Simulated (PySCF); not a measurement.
## How methods differ on the excitation energy of Nb²⁺

Nb²⁺ [Kr] 4d3 (4F) → Nb²⁺ [Kr] 4d2 5s1 (4F), as a difference of total energies. Computed with PySCF 2.14 in aug-cc-pVTZ-PP with one added diffuse shell each of s, p, d, f, g type with ECP28MDF (7s7p6d4f3g, 113 functions), with scalar relativity through the core potential. Correlated levels: valence: 4s2 4p6 frozen. The calculations carry no spin-orbit coupling.

```csv
method,excitation energy (cm⁻¹)
UHF,24750
LDA,22157
PBE,23499
PBE0,24970
r2SCAN,24845
MN15,25370
r2SCANh,25194
wB97X-V,25423
MP2 (valence),25296
SCS-MP2 (valence),24932
```
